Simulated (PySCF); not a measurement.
Input and output

[Er(NH2)2]+ (singlet in the valence; each metal's 4f electrons, 11 of them, lie in its core potential, out of spins and levels). PySCF 2.14.0, RKS BLYP, Er lcecp-1-SVP with ECP57, N def2-SVP, H def2-SVP; non-relativistic Hamiltonian with scalar-relativistic core potentials where named; density fitting; no spin-orbit coupling. Purpose: level BLYP.

```python
mol = gto.M(atom='''
Er    -0.00000    -0.00000    -0.25584
N      1.61812    -0.16441     0.98976
H      2.61467    -0.25960     0.78190
H      1.54011    -0.16840     2.00935
N     -1.61812     0.16441     0.98976
H     -2.61467     0.25960     0.78190
H     -1.54011     0.16840     2.00935''',
    basis={'Er': 'lcecp-1-SVP', 'N': 'def2-SVP', 'H': 'def2-SVP'},
    ecp={'Er': 'lcecp-1-SVP'},
    charge=1, spin=0)
mf = dft.RKS(mol, xc='BLYP')
mf.grids.atom_grid = (75, 302)  # f atoms: unpruned, at least (60, 302)
mf = mf.density_fit()  # fitting sets: Er AutoAux, N def2-universal-JKFIT, H def2-universal-JKFIT
mf.conv_tol = 1e-08; mf.max_cycle = 55
mf.kernel(dm0)  # dm0: converged density of the relaxed state
mf.nuc_grad_method().kernel()
```

Run from Python with OMP_NUM_THREADS=2; the lines above give its settings. Where DIIS fails, smearing, a level shift and second-order steps follow.
It took 3.6 s on 2 threads of Arm Neoverse V1, with other jobs on the host, from an already converged density.

Task: Where do the frontier levels lie, over both spins?

Result: HOMO -10.31 eV, LUMO -7.62 eV. The 4f levels lie in the core potential and are missing.

Task: What are the Mulliken charges and spins?

Result: 
```tsv
atom	charge (e)	spin (e)
Er1	1.030	0.000
N2	-0.327	0.000
H3	0.152	0.000
H4	0.160	0.000
N5	-0.327	0.000
H6	0.152	0.000
H7	0.160	0.000
```
The spin of the 4f electrons in the core isn't counted.

Task: What forces act on the atoms (eV/Å)?

Result: 
```
Er   0.00  0.00 -0.80
N    0.01  0.00  0.05
H    0.40 -0.04 -0.10
H   -0.02  0.00  0.45
N   -0.01  0.00  0.05
H   -0.40  0.04 -0.10
H    0.02  0.00  0.45
```
Forces carry noise of the integration grid, about 0.01 to 0.03 eV/Å.

The geometry was relaxed with PBE0 (Er lcecp-1-SVP with ECP57, N def2-SVP, H def2-SVP).

An lcecp potential fixes the number of 4f electrons, so in runs with it no electron can move into or out of that shell.
